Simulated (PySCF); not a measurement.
**NbCl: frontier orbitals**

PW91 at R = 2.295 Å; PySCF, spin-free X2C with a Gaussian nucleus, basis sets Nb x2c-TZVPPall, Cl x2c-TZVPPall. State: ⁵Π (quintet), unpaired electrons σ ↑, π ↑, δ ↑↑. Only the outer orbitals are listed, counted within each symmetry.

```tsv
spin	orbital	occ.	ε (eV)	on Nb (%)	main shells (%)
α	12σ	1	-19.68	5	95 Cl s
α	13σ	1	-8.86	21	77 Cl p, 14 Nb d
α	6π	1	-7.96	14	86 Cl p, 12 Nb d
α	6π	1	-7.93	15	85 Cl p, 13 Nb d
α	14σ	1	-4.84	99	58 Nb s, 40 Nb d
α	2δ	1	-4.37	100	100 Nb d
α	2δ	1	-4.31	100	89 Nb d, 10 Nb s
α	7π	1	-4.15	88	84 Nb d, 11 Cl p
α	7π	0	-3.92	89	85 Nb d, 10 Cl p
α	15σ	0	-3.05	89	43 Nb d, 29 Nb p, 17 Nb s
α	8π	0	-1.32	97	93 Nb p
β	5π	1	-34.08	100	100 Nb p
β	5π	1	-33.40	100	100 Nb p
β	12σ	1	-19.69	4	95 Cl s
β	13σ	1	-8.69	16	82 Cl p, 11 Nb d
β	6π	1	-7.91	9	91 Cl p
β	6π	1	-7.70	8	92 Cl p
β	14σ	0	-2.76	100	75 Nb s, 24 Nb d
β	7π	0	-2.61	92	90 Nb d
β	15σ	0	-2.00	90	52 Nb d, 26 Nb p, 11 Nb s
```

**Question.** Which are the highest filled and the lowest empty level, where do they sit, and how wide is the gap?

**Answer.** Highest filled α 7π at -4.15 eV (in %: 84 Nb d, 11 Cl p); lowest empty α 7π at -3.92 eV (in %: 85 Nb d, 10 Cl p); the gap at PW91 is 0.23 eV. Both belong to one degenerate shell, split only by its one-sided filling, so this is no excitation gap.

```json
{
  "bond order (Mayer)": "1.38",
  "⟨S²⟩": "6.012",
  "charge on Nb (Mulliken, basis-dependent)": "0.21",
  "charge on Nb (Löwdin, basis-dependent)": "-0.27",
  "dipole moment (positive dipole means Nb(−)Cl(+))": "-3.14 D"
}
```

Spin–orbit coupling is left out. With d or f electrons several states lie close, and the lowest PBE0 determinant need not be the measured ground state.
